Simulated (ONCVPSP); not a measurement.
# Building the ONCV potential for cadmium (LDA (Perdew-Zunger), scalar-relativistic).

Cd, optimised norm-conserving Vanderbilt (ONCV), made with ONCVPSP 4.0.1 (LDA (Perdew-Zunger), scalar-relativistic). Core [Ar] 3d10, reference 4s2 4p6 4d9 (charge +3). Waves: 4s: rc 1.50 bohr, ncon 5, nbas 9, qcut 8.4 1/bohr, 1 projector; 4p: rc 1.05 bohr, ncon 3, nbas 8, qcut 8 1/bohr, 2 projectors, debl 0.8 Ha; 4d: rc 1.65 bohr, ncon 4, nbas 8, qcut 9 1/bohr, 2 projectors, debl 3.3 Ha. Local part: polynomial inside 1.00 bohr (lpopt 5, dvloc0 0 Ha). Core correction: Teter function, fcfact 2.5, rcfact 1.45.

In the p channel the program set the typed energies aside and used -3.761, 0.250 Ha.

All-electron outer shells of the reference configuration (LDA (Perdew-Zunger), scalar-relativistic, ld1.x):

```csv
shell,level (eV),outermost node (bohr),outermost maximum (bohr)
4s,-141.42,0.43,0.79
4p,-102.35,0.43,0.84
4d,-46.05,0.41,0.97
```

Question: Does the generator finish with these settings?

Answer: Yes, a potential is produced and its reference levels are reproduced.

Question: Estimate the cutoffs (Ha) at which the residual kinetic energy of the hardest occupied pseudo-wave falls to 1 and 0.1 mHa per electron.

Answer: 55 Ha and 214 Ha.

Question: Does the potential have ghost states?

Answer: Ghosts flagged at negative energy: s at -43.2 eV; no localised positive-energy state flagged. A true bound ghost makes a file unfit for plane-wave use.

Question: Which valence shell sets the plane-wave cutoff?

Answer: 4p: 55 Ha for 1 mHa per electron, against 31 Ha for 4d.

Its largest configuration-test error is +12 meV (4s2 4p6 4d10). 3 of 4 tests not solved or not reliable.
